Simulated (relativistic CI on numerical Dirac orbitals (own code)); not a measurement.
**Magnetism of Cr²⁺, 3d4, in a crystal field**

Calculated by Dirac-Coulomb-Breit CI, KLI orbitals optimised for each configuration, model QED, valence Slater integrals scaled by 0.75, one configuration in a parametric crystal field (own radial code).

Field parameters in Wybourne normalisation: Oh B⁴₀ = 21Dq, B⁴₄ = √(5/14) B⁴₀. The field is a parameter set, without covalency.

S is read from ⟨S²⟩ = S(S + 1).

Powder χT (cm³ K mol⁻¹) by Van Vleck's formula, with temperature-independent terms:

```csv
Field,2 K,5 K,10 K,20 K,50 K,100 K,200 K,300 K
"Oh, 10Dq = 3250 cm⁻¹",0.824,1.76,2.35,2.64,2.78,2.83,2.87,2.91
"Oh, 10Dq = 5850 cm⁻¹",1.17,2.17,2.62,2.81,2.89,2.91,2.93,2.95
"Oh, 10Dq = 8450 cm⁻¹",1.26,2.26,2.69,2.86,2.92,2.94,2.95,2.97
"Oh, 10Dq = 11050 cm⁻¹",1.15,2.18,2.67,2.86,2.93,2.95,2.96,2.98
"Oh, 10Dq = 13650 cm⁻¹",0.828,1.83,2.49,2.81,2.93,2.95,2.97,2.98
"Oh, 10Dq = 16250 cm⁻¹",0.301,0.753,1.44,2.24,2.77,2.88,2.92,2.94
"Oh, 10Dq = 18850 cm⁻¹",0.0504,0.126,0.252,0.504,1.17,1.64,1.73,1.68
"Oh, 10Dq = 21450 cm⁻¹",0.0522,0.13,0.261,0.521,1.2,1.63,1.68,1.62
```

Problem. For Oh, 10Dq = 21450 cm⁻¹: what effective moment follows at 300 K?

Solution. μ_eff = √(8χT) = 3.60 μB. The ground level has S = 1.01; the spin-only moment for S = 1 is 2.83 μB. The difference comes from the orbital moment, spin-orbit mixing of terms and temperature-independent paramagnetism, all larger in this ionic model than in covalent complexes.
